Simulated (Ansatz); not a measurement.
Zn(Me)(OH) cation (CH4OZn), SMILES [OH][Zn][CH3] (connectivity only; charge and spin as stated), charge +1, multiplicity 2.

Geometry optimised at r2SCAN-D4/def2-TZVP. The multiplicity is an assumed one; other spin states were not compared. The isomer is the one that the SMILES or the coordinates give; other isomers of the formula were not compared. One conformer was computed; it need not be the lowest.

Two levels are set side by side: PBE/def2-SVPD (Ansatz, an electronic-structure program) and ωB97X-V/def2-SVPD (Ansatz). Energy differences of separate SCF runs at the same geometry; the states with an electron removed or added have multiplicity 3 and 1. Differences are taken from unrounded values.

| quantity | ωB97X-V | PBE | PBE minus ωB97X-V |
|---|---|---|---|
| vertical ionisation energy (eV) | 16.13 | 16.85 | 0.72 |
| vertical electron affinity (eV) | 9.84 | 9.46 | -0.38 |
